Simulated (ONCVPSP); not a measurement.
## What one change does to a pseudopotential (cobalt (Co), ONCV)

```json
{
 "Element": "Co (Z = 27)",
 "Generator": "ONCVPSP 4.0.1",
 "Type": "optimised norm-conserving Vanderbilt (ONCV)",
 "Functional": "PBE",
 "Relativity": "scalar-relativistic",
 "Frozen core": "[Ne]",
 "Valence charge": "17",
 "Reference configuration": "3s2 3p6 3d7 4s1 (charge +1)",
 "Partial waves": "3s+4s: rc 1.15 bohr, ncon 4, nbas 9, qcut 10 1/bohr, 2 projectors; 3p: rc 1.20 bohr, ncon 5, nbas 8, qcut 12.7 1/bohr, 2 projectors, debl 3.1 Ha; 3d: rc 1.75 bohr, ncon 4, nbas 9, qcut 7.4 1/bohr, 1 projector",
 "Local potential": "polynomial inside 0.85 bohr (lpopt 5, dvloc0 0 Ha)",
 "Core correction": "polynomial model core, fcfact 0.7"
}
```

All-electron outer shells of the reference configuration (PBE, scalar-relativistic, ld1.x):

| shell | level (eV) | outermost node (bohr) | outermost maximum (bohr) |
| --- | --- | --- | --- |
| 2p | -778.64 | – | 0.17 |
| 3s | -111.23 | 0.31 | 0.66 |
| 3p | -74.47 | 0.28 | 0.68 |
| 3d | -16.96 | – | 0.66 |
| 4s | -12.76 | 0.96 | 2.21 |

Change: all radii but the core radius scaled by about 0.85 (s 0.98, p 1.02, d 1.50 bohr); local potential polynomial inside 0.72 bohr (lpopt 5, dvloc0 0 Ha).

Cutoffs: the cutoffs (Ha) at which the residual kinetic energy of the hardest occupied pseudo-wave falls to 1 and 0.1 mHa per electron; they do not see the model core or the augmentation charge, which bear on the density cutoff. Errors are all-electron minus pseudo energies relative to the spin-unpolarised reference configuration.

Problem. How do hardness, ghosts and transferability respond?

Solution. The potential gets harder (38 Ha and 85 Ha → 116 Ha and 142 Ha); of the 4 tests that both files solve, the error grows in 0 and shrinks in 1 by more than 15 % and 0.3 meV (median size 2.4 → 2.7 meV); neither file shows a bound ghost. A smaller radius makes the pseudo-wave follow the all-electron one further in, where it bends more sharply, so more plane waves are needed.

```csv
quantity,base,changed
"cutoff, loose",38 Ha,116 Ha
"cutoff, tight",85 Ha,142 Ha
loose cutoff by channel,"s 38 Ha, p 35 Ha, d 27 Ha","s 44 Ha, p 55 Ha, d 116 Ha"
bound ghosts,none,none
GHOST(+) flags under 300 eV,none,none
"error for 3s2 3p6 3d7 4s2, meV [ΔE -9.03 eV]",+2.9,+3.2
"error for 3s2 3p6 3d7 4s0, meV [ΔE 16.79 eV]",-2.0,+2.1
"error for 3s2 3p6 3d6 4s0, meV [ΔE 52.66 eV]",+52,+20
"error for 3s2 3p6 3d7 4s1.5, meV [ΔE -5.43 eV]",+0.9,+1.1
"rms error of d²Exc/dni dnj with the model core, mHa",1.92,0.92
```
